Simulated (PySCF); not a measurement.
**Calculated properties of `[SiH3]/N=C(\C#N)CCC`**

Compound: C5H10N2Si.
Cartesian coordinates in Å at the GFN2-xTB level; atoms count from 1:
```xyz
18
C5H10N2Si angstrom
C     -1.992    0.909   -0.472
C     -1.896   -0.586   -0.195
C     -0.752   -0.912    0.773
C      0.585   -0.541    0.199
C      0.901   -1.149   -1.061
N      1.196   -1.620   -2.064
N      1.370    0.245    0.790
Si     2.924    0.909    0.477
H     -1.082    1.272   -0.945
H     -2.138    1.461    0.454
H     -2.829    1.118   -1.134
H     -2.832   -0.938    0.243
H     -1.743   -1.124   -1.134
H     -0.752   -1.987    0.978
H     -0.881   -0.373    1.713
H      3.686    0.454    1.637
H      2.637    2.341    0.497
H      3.589    0.526   -0.770
```

Among its groups: nitrile and Si–H bond.

**GFN2-xTB geometry**

```yaml
Point_group_of_the_GFN2-xTB_geometry: C1
Rotational_constants_A_B_C_of_the_GFN2-xTB_geometry: 2.388, 1.054, 0.867 GHz
```

**CAM-B3LYP/def2-SVPD ground state and vertical TDDFT (core frozen in the response) (PySCF)**

```yaml
Dipole_moment: 2.42 D
HOMO_energy: -9.11 eV
LUMO_energy: -0.99 eV
HOMO–LUMO_gap: 8.12 eV
Lowest_singlet_excitation: 3.78 eV (328 nm, f = 0.002)
Strongest_line_among_the_8_lowest_singlet_transitions: S2 at 6.35 eV (195 nm, f = 0.199)
Lowest_triplet_excitation_Tamm–Dancoff: 3.20 eV
Static_isotropic_polarisability: 97.3 au
Electronic_spatial_extent_⟨r²⟩_about_the_centre_of_nuclear_charge: 1439 bohr²
```

Monoisotopic mass from the formula: 126.0613 u.

The vertical singlet–triplet gap S1 − T1 is 0.58 eV (TDDFT singlet less Tamm–Dancoff triplet; S1: HOMO→LUMO, weight 0.96; T1: HOMO→LUMO, weight 0.95). The largest Löwdin shares of the LUMO are 0.28 on N7, 0.26 on C4, 0.16 on N6 and 0.13 on C5. The largest Löwdin shares of the HOMO are 0.57 on N7, 0.11 on Si8, 0.10 on C4 and 0.06 on C3. The rotational constants make it an asymmetric top with κ = (2B − A − C)/(A − C) = -0.75, nearer the prolate limit (−1). The principal polarisabilities are 80.1, 96.4 and 115.3 au; their mean is the isotropic value. In atomic units the dipole is 0.95 e·bohr (1 au = 2.5417 D).

Geometry: GFN2-xTB, one conformer, isolated molecule.
